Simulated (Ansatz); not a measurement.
GaH₅O₃Si (`[OH][Ga]([OH])[O][SiH3]`). The species carries charge 0 and has multiplicity 1. Correlated methods include outer-core shells of Ga, which these sets cover unevenly. Scalar relativity is left out up to krypton.

| atom | x (Å) | y (Å) | z (Å) |
| --- | --- | --- | --- |
| O1 | 0.275 | 2.256 | 0.660 |
| Ga2 | -0.747 | 1.109 | -0.216 |
| O3 | -2.225 | 1.673 | -0.998 |
| O4 | -0.327 | -0.616 | -0.330 |
| Si5 | 0.879 | -1.581 | 0.194 |
| H6 | 1.051 | 1.845 | 1.047 |
| H7 | -2.698 | 0.966 | -1.442 |
| H8 | 1.574 | -2.206 | -0.962 |
| H9 | 1.882 | -0.797 | 0.976 |
| H10 | 0.335 | -2.649 | 1.072 |

Question: Give the diagnostics of a CCSD(T)/def2-TZVPP run (frozen core, the Gaussian-basis code of Ansatz). (An estimate is asked.)

Answer: The calculation gave: T1 = 0.0140, largest single amplitude 0.031, largest double 0.016, (T) share of the correlation energy 3.6 %, 9 CCSD cycles. The RHF solution is stable towards an unrestricted one. T1 lies under the customary mark of 0.02 for closed shells.
